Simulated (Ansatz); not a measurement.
The same atomization along the group B, Al, Ga, In.

Computed with Ansatz on PBE0-D4/def2-TZVP structures; ΔE is electronic, products minus reactants. CCSD(T)/CBS is the MP2 limit (def2-TZVPP, def2-QZVPP) plus CCSD(T) − MP2 in def2-TZVPP, frozen cores. This one scheme is used for every species, atoms too. For atomizations the MP2-based limit and the directly extrapolated one differ by several kJ/mol either way, and by 10 to 25 for some Ge, Se and Sn compounds, so smaller differences from it don't rank the levels. Functionals use def2-TZVPP. Open shells (•) are unrestricted, without spin–orbit coupling. Spin–orbit coupling would lower the free atoms: a little for Al, B, F, O, Si; clearly for Ga; strongly for In. Elements past krypton have def2 core potentials. Bonds to Ga, In are less sure, by a few kJ/mol each and by 10 to 20 or more in all where they break to atoms, as the def2 sets lack core-valence functions. Scalar relativity is left out up to krypton. Each species was taken in one conformer, which may not be the lowest.

```csv
reaction,ωB97M-V (kJ/mol),PBE-D4 (kJ/mol)
`OB(F)O[SiH3]` → F• + 4 H• + B• + 2 O• + Si•,3682,3703
`[OH][Al]([F])[O][SiH3]` → F• + 4 H• + Al• + 2 O• + Si•,3437,3424
`[OH][Ga]([F])[O][SiH3]` → F• + 4 H• + Ga• + 2 O• + Si•,3102,3117
`[OH][In]([F])[O][SiH3]` → F• + 4 H• + In• + 2 O• + Si•,2918,2933
```

Task: Give the CCSD(T)/CBS values in the same order. (An estimate is asked.)

Result: Ansatz gave: 3676, 3466, 3140, 2958 kJ/mol.

Largest T1 diagnostic: 0.018, for Al•.
